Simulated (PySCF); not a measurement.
# Basis and Hamiltonian dependence of the excitation energy of Te

Te [Kr] 4d10 5s2 5p4 (3P) → Te [Kr] 4d10 5s2 5p3 6s1 (5S). Calculated with PySCF 2.14 from differences of total energies of unrestricted determinants, without spin-orbit coupling. Values in eV.

```json
{"basis": "aug-cc-pVDZ-PP with ECP28MDF", "Hamiltonian": "ECP", "functions": "32", "UHF": "4.756", "PBE": "5.213", "PBE0": "5.305", "MP2 (valence)": "4.855", "CCSD(T) (valence)": "4.893"}
{"basis": "aug-cc-pwCVDZ-PP with ECP28MDF", "Hamiltonian": "ECP", "functions": "48", "UHF": "4.758", "PBE": "5.219", "PBE0": "5.309", "MP2 (valence)": "4.865", "CCSD(T) (valence)": "4.906"}
{"basis": "aug-cc-pVTZ-PP with ECP28MDF", "Hamiltonian": "ECP", "functions": "55", "UHF": "4.724", "PBE": "5.197", "PBE0": "5.287", "MP2 (valence)": "5.029", "CCSD(T) (valence)": "5.151"}
{"basis": "def2-TZVPPD with the def2 core potential (28 electrons)", "Hamiltonian": "ECP", "functions": "59", "UHF": "4.826", "PBE": "5.268", "PBE0": "5.364", "MP2 (valence)": "5.076", "CCSD(T) (valence)": "5.191"}
{"basis": "aug-cc-pVTZ-PP with one added diffuse shell each of d, f type with ECP28MDF", "Hamiltonian": "ECP", "functions": "67", "UHF": "4.724", "PBE": "5.197", "PBE0": "5.287", "MP2 (valence)": "5.029", "CCSD(T) (valence)": "5.151"}
{"basis": "aug-cc-pVTZ-DK3", "Hamiltonian": "spin-free X2C", "functions": "68", "UHF": "4.771", "PBE": "5.253", "PBE0": "5.340", "MP2 (valence)": "5.065", "CCSD(T) (valence)": "5.185"}
{"basis": "aug-cc-pVQZ-PP with ECP28MDF", "Hamiltonian": "ECP", "functions": "92", "UHF": "4.625", "PBE": "5.145", "PBE0": "5.227", "MP2 (valence)": "5.048", "CCSD(T) (valence)": "5.177"}
{"basis": "aug-cc-pwCVTZ-PP with ECP28MDF", "Hamiltonian": "ECP", "functions": "96", "UHF": "4.727", "PBE": "5.215", "PBE0": "5.300", "MP2 (valence)": "5.047", "CCSD(T) (valence)": "5.172"}
{"basis": "aug-cc-pVQZ-DK3", "Hamiltonian": "spin-free X2C", "functions": "102", "UHF": "4.624", "PBE": "5.158", "PBE0": "5.237", "MP2 (valence)": "5.047", "CCSD(T) (valence)": "5.175"}
{"basis": "aug-cc-pwCVTZ-DK3", "Hamiltonian": "spin-free X2C", "functions": "109", "UHF": "4.763", "PBE": "5.261", "PBE0": "5.343", "MP2 (valence)": "5.080", "CCSD(T) (valence)": "5.202"}
{"basis": "aug-cc-pwCVTZ-DK3 with one added diffuse shell each of s, p, d, f type", "Hamiltonian": "spin-free X2C", "functions": "125", "UHF": "4.543", "PBE": "5.122", "PBE0": "5.197", "MP2 (valence)": "4.923", "CCSD(T) (valence)": "n/a"}
{"basis": "x2c-QZVPPall with one added diffuse shell each of s, p, d, f type", "Hamiltonian": "spin-free X2C", "functions": "128", "UHF": "4.594", "PBE": "5.151", "PBE0": "5.226", "MP2 (valence)": "5.023", "CCSD(T) (valence)": "n/a"}
{"basis": "dyall-av2z", "Hamiltonian": "non-relativistic", "functions": "130", "UHF": "5.039", "PBE": "5.476", "PBE0": "5.572", "MP2 (valence)": "5.106", "CCSD(T) (valence)": "5.143"}
{"basis": "aug-cc-pV5Z-PP with ECP28MDF", "Hamiltonian": "ECP", "functions": "139", "UHF": "4.593", "PBE": "5.128", "PBE0": "5.207", "MP2 (valence)": "5.070", "CCSD(T) (valence)": "n/a"}
```

Frozen in the all-electron rows: valence: [Kr] 4d10; with a core potential, the same shells as far as they lie outside it.

Non-relativistic rows lack the scalar-relativistic shift.

Reference for a calculation without spin-orbit coupling: 5.226 eV (measured, between term centres; NIST).
